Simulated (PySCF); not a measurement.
C₂H₆Mg.

```xyz
9

Mg     0.0000     0.0000     0.0000
C      0.0000     0.0000    -2.0987
H      0.8144     0.6074    -2.5116
H     -0.9333     0.4016    -2.5116
H      0.1189    -1.0090    -2.5116
C      0.0000     0.0000     2.0987
H      0.8144    -0.6074     2.5116
H     -0.9333    -0.4016     2.5116
H      0.1189     1.0090     2.5116
```
Charge 0, spin multiplicity 1.

Geometry: TPSSh-D3(BJ)/def2-TZVP. The isomer is the one that the SMILES or the coordinates give; other isomers of the formula were not compared.

Computed with PySCF with PBE/pcSseg-2. Non-relativistic, no solvent.

Q: Give the absolute GIAO shielding of each atom: isotropic value and principal components (ppm). (Estimate from the structure and the level; the computed values follow.)

A: 
```json
[
 {"atom": "Mg1", "σ(iso)": "390.2", "σ11": "232.0", "σ22": "232.0", "σ33": "706.7", "span": "474.7"},
 {"atom": "C2", "σ(iso)": "201.3", "σ11": "198.7", "σ22": "202.6", "σ33": "202.6", "span": "3.9"},
 {"atom": "H3", "σ(iso)": "32.4", "σ11": "28.4", "σ22": "29.2", "σ33": "39.5", "span": "11.1"},
 {"atom": "H4", "σ(iso)": "32.4", "σ11": "28.4", "σ22": "29.2", "σ33": "39.5", "span": "11.1"},
 {"atom": "H5", "σ(iso)": "32.4", "σ11": "28.4", "σ22": "29.2", "σ33": "39.5", "span": "11.1"},
 {"atom": "C6", "σ(iso)": "201.3", "σ11": "198.7", "σ22": "202.6", "σ33": "202.6", "span": "3.9"},
 {"atom": "H7", "σ(iso)": "32.4", "σ11": "28.4", "σ22": "29.2", "σ33": "39.5", "span": "11.1"},
 {"atom": "H8", "σ(iso)": "32.4", "σ11": "28.4", "σ22": "29.2", "σ33": "39.5", "span": "11.1"},
 {"atom": "H9", "σ(iso)": "32.4", "σ11": "28.4", "σ22": "29.2", "σ33": "39.5", "span": "11.1"}
]
```
